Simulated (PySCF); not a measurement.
C₉H₇NSSe, SMILES c1c[se]c(Sc2ccncc2)c1, GFN2-xTB optimised geometry. Atoms within 1.6 Å of the plane z = 0.0 Å (x, y, z in Å): C1 (0.21, -2.89, 0.00), C2 (-1.15, -2.89, 0.00), Se3 (-1.87, -1.18, 0.00), C4 (-0.08, -0.57, 0.05), S5 (0.35, 1.13, -0.01), C6 (-0.39, 1.77, 1.46), C11 (-0.58, 3.15, 1.56), C12 (0.80, -1.61, 0.02), H13 (0.79, -3.79, 0.00), H14 (-1.79, -3.75, 0.00), H18 (-0.29, 3.79, 0.74), H19 (1.87, -1.45, 0.03).

Method: PySCF with CAM-B3LYP/def2-SVP. Cells within 0.4 Å of a nucleus heavier than hydrogen are left out (blank, or x).

Map of the log10 of the electron density (e/bohr³), floored at −4 on the plane z = 0.0 Å:

```
|0000000000000000000000000000000|
|0000000000000000000000000000000|
|0000000000000011000000000000000|
|0000000000001222110000000000000|
|0000000000012333310000000000000|
|0000000000123444321000000000000|
|0000000000123444321000000000000|
|0000000000123444321100000000000|
|0000000000123344333210000000000|
|0000000000123445544321000000000|
|0000000000134566665432000000000|
|0000000000134567776542000000000|
|000000000123467xx87542100000000|
|0000000122234577x76542100000000|
|0000001233444567776532000000000|
|0000012345555677765432100000000|
|00000234567667xx765443200000000|
|00000235679977xx776654310000000|
|0000123568xx7677877775320000000|
|00000235679876667xx775420000000|
|00000134567776667x7664310000000|
|0000012345677777776543210000000|
|000000123567xx7xx76432100000000|
|000000023567x77xx76431000000000|
|0000000235777666776431000000000|
|0000000135676555676421000000000|
|0000000124554334554320000000000|
|0000000012333222333210000000000|
|0000000001111101121100000000000|
|0000000000000000000000000000000|
|0000000000000000000000000000000|
```
Scale: ten equal steps from -4.00 (start of '0') to 0.387 (end of '9'), in the order '0123456789'; x runs from -6.00 to 6.00, y from -6.00 (bottom) to 6.00 (top).
